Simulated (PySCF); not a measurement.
# NaI: frontier orbitals

r²SCAN at R = 2.721 Å; basis Na def2-TZVPP, I def2-TZVPP with ECP28; scalar-relativistic core potentials; PySCF 2.14. State: ¹Σ⁺ (singlet), closed shell. Only the outer orbitals are listed, counted within each symmetry, core potentials removing the inner ones.

| orbital | occ. | ε (eV) | on Na (%) | main shells (%) |
| --- | --- | --- | --- | --- |
| 3π | 2 | -30.84 | 100 | 100 Na p |
| 3π | 2 | -30.84 | 100 | 100 Na p |
| 6σ | 2 | -30.79 | 100 | 100 Na p |
| 7σ | 2 | -15.49 | 2 | 98 I s |
| 8σ | 2 | -5.64 | 10 | 89 I p |
| 4π | 2 | -5.08 | 3 | 97 I p |
| 4π | 2 | -5.08 | 3 | 97 I p |
| 9σ | 0 | -1.68 | 97 | 82 Na s, 16 Na p |
| 5π | 0 | 0.20 | 100 | 99 Na p |
| 5π | 0 | 0.20 | 100 | 99 Na p |

Problem. Which are the highest filled and the lowest empty level, where do they sit, and how wide is the gap?

Solution. Highest filled 4π at -5.08 eV (in %: 97 I p); lowest empty 9σ at -1.68 eV (in %: 82 Na s, 16 Na p); the gap at r²SCAN is 3.40 eV.

```json
{"bond order (Mayer)": "0.69", "⟨S²⟩": "0.000", "charge on Na (Mulliken, basis-dependent)": "0.63", "charge on Na (Löwdin, basis-dependent)": "0.20", "dipole moment (positive dipole means Na(−)I(+))": "-9.11 D"}
```

Spin–orbit coupling is left out.
